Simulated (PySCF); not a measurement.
## Magnetisability: `O(C/C=C/C)CC1=CCC=CO1`, C$_{10}$H$_{14}$O$_{2}$

Cartesian coordinates in Å; atom numbers follow the order of the lines, from 1:
```xyz
26

C     4.680    0.639    0.210
C     3.288    0.237   -0.142
C     2.495   -0.481    0.634
C     1.099   -0.895    0.280
O     0.758   -0.445   -1.010
C    -0.506   -0.873   -1.459
C    -1.658   -0.228   -0.725
C    -2.340   -0.806    0.256
C    -3.473   -0.132    0.980
C    -3.622    1.271    0.462
C    -2.874    1.740   -0.523
O    -1.901    1.044   -1.176
H     5.379    0.259   -0.535
H     4.767    1.725    0.217
H     4.965    0.256    1.188
H     2.923    0.564   -1.105
H     2.823   -0.827    1.606
H     0.397   -0.493    1.030
H     1.024   -1.997    0.324
H    -0.592   -1.967   -1.379
H    -0.545   -0.577   -2.510
H    -2.093   -1.813    0.556
H    -3.281   -0.124    2.061
H    -4.406   -0.694    0.832
H    -4.367    1.901    0.920
H    -2.961    2.741   -0.919
```

The calculation used GIAO B3LYP/pcSseg-1 magnetisability, rotational g tensor and spin-rotation constants, non-relativistic, gas phase in PySCF 2.14.0. Geometry: GFN2-xTB.

Q: How diamagnetic is it, and how anisotropic?

A: Isotropic -1594 × 10⁻³⁰ J/T², or -96.0 × 10⁻⁶ cm³/mol; principal values -1676, -1636, -1470 × 10⁻³⁰ J/T², anisotropy 190 × 10⁻³⁰ J/T² (root of half the summed squared differences of the principal values). The susceptibility is in cgs units.

Q: Split it along the inertial axes a, b, c into diamagnetic and paramagnetic parts about the centre of mass, with the quadrupole moment.

A: 
```csv
axis,χ (10⁻⁶ cm³/mol),diamagnetic (10⁻⁶ cm³/mol),paramagnetic (10⁻⁶ cm³/mol),summed x² of all electrons (Å²),quadrupole Θ (D Å)
a,-98.9,-746.5,647.6,695.6,+1.18
b,-95.6,-3293.8,3198.3,95.1,+1.69
c,-93.5,-3354.5,3261.1,80.8,-2.87
```
Anisotropies 2χaa − χbb − χcc = -8.8 and 2χbb − χaa − χcc = +1.2 × 10⁻⁶ cm³/mol. Θ is traceless in Buckingham's convention.

Q: And the rotational g tensor?

A: 
```
axis  rotational constant (GHz)        g  nuclear part  electronic part
   a                     2.0962  -0.0264        0.6113          -0.6377
   b                     0.3851  -0.0055        0.5732          -0.5787
   c                     0.3784  -0.0053        0.5743          -0.5796
```
Asymmetric top; isotopes 12C, 1H, 16O; no vibrational averaging.
